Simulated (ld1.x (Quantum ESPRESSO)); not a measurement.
# How hard is this niobium (Nb) TM potential?

* Element: Nb (Z = 41)
* Generator: ld1.x (Quantum ESPRESSO) 7.5
* Type: norm-conserving Troullier–Martins (Kleinman–Bylander form)
* Functional: LDA (PZ)
* Relativity: fully relativistic
* Frozen core: [Kr]
* Valence charge: 5
* Reference configuration: 4d4 5s0.5 5p0.5
* Partial waves: 5s (bound): rc 3.00 bohr; 4d (bound): rc 2.65 bohr; 5p (bound): rc 3.90 bohr
* Local potential: the p channel
* Core correction: a·sin(br)/r model core inside 1.25 bohr

Open shells are filled in proportion to 2j + 1 (rel_dist='average').

The pseudo-atom Hamiltonian at the reference potential is diagonalised in spherical Bessel functions j_l(qr) that vanish at 20 bohr, with q² up to the cutoff. All-electron valence levels (Ry): 5s -0.3407, 4d3/2 -0.2861, 4d5/2 -0.2745, 5p1/2 -0.1219, 5p3/2 -0.1145.

Question: How do the lowest levels (Ry) of each channel move with the cutoff, and are there ghosts?

Answer:

```json
{"cutoff (Ry)": "8", "s #1": "-0.3389", "s #2": "-0.0163", "d3/2 #1": "-0.0021", "d3/2 #2": "0.0686", "d5/2 #1": "-0.0029", "d5/2 #2": "0.0679", "p1/2 #1": "-0.1168", "p3/2 #1": "-0.1168", "f #1": "0.0869", "f #2": "0.2029", "Σ f·Δε (mRy)": "1107.2"}
{"cutoff (Ry)": "12", "s #1": "-0.3404", "s #2": "-0.0164", "d3/2 #1": "-0.1288", "d3/2 #2": "0.0393", "d5/2 #1": "-0.1265", "d5/2 #2": "0.0395", "p1/2 #1": "-0.1169", "p3/2 #1": "-0.1169", "f #1": "0.0869", "f #2": "0.2029", "Σ f·Δε (mRy)": "607.1"}
{"cutoff (Ry)": "18", "s #1": "-0.3406", "s #2": "-0.0164", "d3/2 #1": "-0.2618", "d3/2 #2": "0.0341", "d5/2 #1": "-0.2521", "d5/2 #2": "0.0344", "p1/2 #1": "-0.1169", "p3/2 #1": "-0.1169", "f #1": "0.0869", "f #2": "0.2029", "Σ f·Δε (mRy)": "92.6"}
{"cutoff (Ry)": "21", "s #1": "-0.3406", "s #2": "-0.0164", "d3/2 #1": "-0.2779", "d3/2 #2": "0.0338", "d5/2 #1": "-0.2670", "d5/2 #2": "0.0341", "p1/2 #1": "-0.1169", "p3/2 #1": "-0.1169", "f #1": "0.0869", "f #2": "0.2029", "Σ f·Δε (mRy)": "31.2"}
{"cutoff (Ry)": "30", "s #1": "-0.3407", "s #2": "-0.0165", "d3/2 #1": "-0.2859", "d3/2 #2": "0.0336", "d5/2 #1": "-0.2743", "d5/2 #2": "0.0339", "p1/2 #1": "-0.1169", "p3/2 #1": "-0.1169", "f #1": "0.0869", "f #2": "0.2029", "Σ f·Δε (mRy)": "0.7"}
{"cutoff (Ry)": "40", "s #1": "-0.3407", "s #2": "-0.0165", "d3/2 #1": "-0.2861", "d3/2 #2": "0.0336", "d5/2 #1": "-0.2744", "d5/2 #2": "0.0339", "p1/2 #1": "-0.1169", "p3/2 #1": "-0.1169", "f #1": "0.0869", "f #2": "0.2029", "Σ f·Δε (mRy)": "0.2"}
{"cutoff (Ry)": "400", "s #1": "-0.3407", "s #2": "-0.0165", "d3/2 #1": "-0.2861", "d3/2 #2": "0.0336", "d5/2 #1": "-0.2745", "d5/2 #2": "0.0339", "p1/2 #1": "-0.1169", "p3/2 #1": "-0.1169", "f #1": "0.0869", "f #2": "0.2029", "Σ f·Δε (mRy)": "0.0"}
```

Result: no extra level below or beside the all-electron valence levels (s, d3/2, d5/2, p1/2, p3/2, f tested); 10 mRy is reached at 25 Ry and 1 mRy at 30 Ry.

Its largest configuration-test error is -676 meV.
